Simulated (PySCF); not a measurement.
## Magnetic susceptibility: `CC/C=C\[C@@H](F)C#N`, C6H8FN

Geometry (Å), atoms numbered from 1 in this order:
```xyz
16

C     1.9000    0.8429    0.3838
C     0.8533    0.4459   -0.6594
C     0.3641   -0.9431   -0.4041
C    -0.8332   -1.2910    0.0390
C    -1.9532   -0.3296    0.3521
F    -3.1183   -1.0252    0.5963
C    -1.5966    0.4621    1.5205
N    -1.2745    1.0711    2.4309
H     1.4561    0.8519    1.3764
H     2.2857    1.8358    0.1680
H     2.7293    0.1395    0.3790
H     0.0327    1.1639   -0.6322
H     1.3094    0.4822   -1.6522
H     1.0934   -1.7226   -0.5790
H    -1.0875   -2.3235    0.2283
H    -2.1683    0.3486   -0.4887
```

Level of theory: GIAO B97-2/pcSseg-1 magnetisability, rotational g tensor and spin-rotation constants, non-relativistic, gas phase in PySCF 2.14.0. Geometry: GFN2-xTB.

(1) What are the magnetisability and the molar susceptibility?

(2) Split it along the inertial axes a, b, c into diamagnetic and paramagnetic parts about the centre of mass, with the quadrupole moment.

(3) And the rotational g tensor?

Results:

(1) Isotropic -1122 × 10⁻³⁰ J/T², or -67.5 × 10⁻⁶ cm³/mol; principal values -1276, -1091, -998 × 10⁻³⁰ J/T², anisotropy 246 × 10⁻³⁰ J/T² (root of half the summed squared differences of the principal values). The susceptibility is in cgs units.

(2) 
```
axis  χ (10⁻⁶ cm³/mol)  diamagnetic (10⁻⁶ cm³/mol)  paramagnetic (10⁻⁶ cm³/mol)  summed x² of all electrons (Å²)  quadrupole Θ (D Å)
   a             -66.2                      -476.1                        410.0                            195.9               +1.94
   b             -72.9                      -934.6                        861.7                             87.8               -7.97
   c             -63.6                     -1203.4                       1139.8                             24.4               +6.03
```
Anisotropies 2χaa − χbb − χcc = +4.1 and 2χbb − χaa − χcc = -15.9 × 10⁻⁶ cm³/mol. Θ is traceless in Buckingham's convention.

(3) 
```csv
axis,rotational constant (GHz),g,nuclear part,electronic part
a,3.1030,-0.0331,0.5646,-0.5976
b,1.4110,-0.0067,0.5645,-0.5712
c,1.0537,-0.0137,0.5506,-0.5643
```
Asymmetric top; isotopes 12C, 19F, 1H, 14N; no vibrational averaging.
